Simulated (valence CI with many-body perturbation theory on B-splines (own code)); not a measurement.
## Ir53+: magnetic and hyperfine properties of the levels

Computed by valence CI with perturbative core correlation (CI+MBPT): six valence electrons over a frozen Dirac-Fock core [Ar], a basis of 7 s, 7 p, 8 d, 6 f, 4 g, 1 h functions for each j, with the one-electron correlation potential Σ1, the two-electron term Σ2, the three-electron term Σ3, Breit, model QED; selected CI, second order for the rest, scaled by the run's own slope (own B-spline code, finite nucleus).

No measured spectrum was set against this ion. As an estimate, large intervals hold to a few tenths of a per cent, small ones and those within an open d or f shell to about a per cent. Core correlation moves these levels by up to 17000 cm⁻¹, and in measured spectra 5 to 20 % of such shifts remained as error; rates that hang on mixing are uncertain with them. Among the levels kept, up to 1100 cm⁻¹ of a level comes from second order outside the variational space, and about a tenth of that is noise between levels of different J, which matters for small intervals. The list stops below the first excitations out of the core. Only levels of the ground parity were solved; by the run's estimate the other parity begins above the list, which can be wrong where configurations are misplaced.

A/g_I is the dipole constant over the nuclear g factor μ/I (μ in nuclear magnetons, uniformly magnetised nucleus), B/Q the quadrupole constant per barn. Both hold the static response of the core; the bare values leave it out. Large factors of s and p1/2 electrons are usually good to 5 to 10 %; those of open d and f shells near neutrality can be off by tens of per cent, and small factors of p3/2, d and f electrons come from cancelling terms and can be off by a factor of two or in sign, in half-filled shells by more. B is blank for J = 1/2, where it vanishes, and for nearly pure S terms. Energies count from the lowest level. Levels with J = 0 are left out.

Levels are named by their leading jj configuration (3d3/2^4 stands for four electrons in 3d with j = 3/2), which in mixed levels can hold well under half, so a name can repeat and another be missing. Letters in brackets count levels of one name in rising energy.

| Level | E (cm⁻¹) | g | A/g_I (MHz) | A/g_I bare | B/Q (MHz/b) | B/Q bare |
| --- | --- | --- | --- | --- | --- | --- |
| (3d3/2^4 3d5/2^2) J=4 | 0 | 1.231 | 43200 | 44200 | 76100 | 76700 |
| (3d3/2^4 3d5/2^2) J=2 | 66747 | 1.253 | 42400 | 43500 | -46100 | -46400 |
| (3d3/2^3 3d5/2^3) J=3 [a] | 624420 | 1.330 | 26900 | 28200 | 3060 | 3010 |
| (3d3/2^3 3d5/2^3) J=4 [a] | 633720 | 1.177 | 45800 | 46600 | 66300 | 67000 |
| (3d3/2^3 3d5/2^3) J=1 [a] | 666550 | 1.259 | 44700 | 45800 | -29000 | -29100 |
| (3d3/2^3 3d5/2^3) J=6 | 698540 | 1.097 | 62500 | 63000 | -75500 | -76300 |
| (3d3/2^3 3d5/2^3) J=5 | 699800 | 1.124 | 55800 | 56400 | 37900 | 38300 |
| (3d3/2^3 3d5/2^3) J=2 [a] | 760030 | 0.985 | 75800 | 75900 | -56500 | -56900 |
| (3d3/2^3 3d5/2^3) J=3 [b] | 772510 | 1.062 | 67000 | 67400 | 15100 | 15100 |
| (3d3/2^3 3d5/2^3) J=4 [b] | 890110 | 1.046 | 69700 | 70000 | -61400 | -62100 |
| (3d3/2^3 3d5/2^3) J=1 [b] | 898260 | 1.222 | 28600 | 29500 | 57800 | 58300 |
| (3d3/2^3 3d5/2^3) J=2 [b] | 899050 | 1.112 | 58300 | 58900 | 104000 | 105000 |
| (3d3/2^3 3d5/2^3) J=3 [c] | 910700 | 1.055 | 69000 | 69400 | -91400 | -92200 |
| (3d3/2^2 3d5/2^4) J=2 [a] | 1294900 | 1.428 | 6280 | 7910 | -21600 | -21800 |
| (3d3/2^2 3d5/2^4) J=4 [a] | 1344100 | 1.096 | 59000 | 59500 | 15800 | 16100 |
| (3d3/2^2 3d5/2^4) J=3 [a] | 1371900 | 1.200 | 41700 | 42600 | -29400 | -29700 |
| (3d3/2^2 3d5/2^4) J=5 | 1379100 | 1.085 | 63900 | 64400 | -55600 | -56000 |
| (3d3/2^2 3d5/2^4) J=6 | 1405600 | 1.045 | 69200 | 69500 | -78100 | -78700 |
| (3d3/2^2 3d5/2^4) J=3 [b] | 1438400 | 0.971 | 79200 | 79300 | 519 | 536 |
| (3d3/2^2 3d5/2^4) J=1 | 1457300 | 0.982 | 79300 | 79400 | -25800 | -26000 |
| (3d3/2^2 3d5/2^4) J=4 [b] | 1472500 | 1.039 | 72200 | 72600 | 2870 | 2810 |
| (3d3/2^2 3d5/2^4) J=2 [b] | 1485500 | 1.044 | 69800 | 70200 | -51500 | -52000 |
| (3d3/2^2 3d5/2^4) J=2 [c] | 1585400 | 0.881 | 93700 | 93500 | -766 | -719 |
| (3d3/2^2 3d5/2^4) J=4 [c] | 1625000 | 1.150 | 50800 | 51500 | -87400 | -88100 |
| (3d3/2^2 3d5/2^4) J=2 [d] | 1773600 | 1.024 | 70900 | 71200 | 85400 | 86200 |
| (3d3/2 3d5/2^5) J=1 | 2021100 | 1.489 | -9170 | -7350 | -16900 | -17000 |
| (3d3/2 3d5/2^5) J=4 | 2123400 | 1.025 | 72200 | 72500 | -26100 | -26100 |
| (3d3/2 3d5/2^5) J=2 | 2175900 | 1.174 | 49600 | 50400 | -93800 | -94700 |

(1) Take the isotope of mass number 191, with I = 3/2, μ = 0.1502 μN and Q = 0.816 b. What is the hyperfine structure of (3d3/2^4 3d5/2^2) J=4?

Answers

(1) From the table A = 4330 MHz, B = 62100 MHz. Shifts from the centre of gravity in MHz: F = 5/2: -1980, F = 7/2: -29500, F = 9/2: -25000, F = 11/2: 41500.
